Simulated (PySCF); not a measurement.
**Ionisation energy of P⁺ by level of theory**

P⁺ [Ne] 3s2 3p2 (3P) → P²⁺ [Ne] 3s2 3p1 (2P), as a difference of total energies. Computed with PySCF 2.14 in cc-pVDZ-DK, with the spin-free X2C one-electron Hamiltonian (Gaussian nucleus). Correlated levels: valence: [Ne] frozen. The calculations carry no spin-orbit coupling.

| method | ionisation energy (eV) |
| --- | --- |
| UHF | 19.168 |
| B3LYP | 19.760 |
| LDA | 19.829 |
| MP2 (valence) | 19.472 |
| SCS-MP2 (valence) | 19.395 |
| CCSD (valence) | 19.495 |
| CCSD(T) (valence) | 19.504 |

**Question.** How much does correlation contribute at CCSD(T) (valence)?

**Answer.** 19.504 − (19.168) = 0.336 eV, measured against UHF.

The reference lies between the lowest fine-structure levels, while these numbers refer to the centres of the terms.

Errors of the correlated levels include the incompleteness of this basis and the frozen core.

For comparison: 19.769 eV (semi-empirical (NIST evaluation); NIST Atomic Spectra Database, ionization energies).
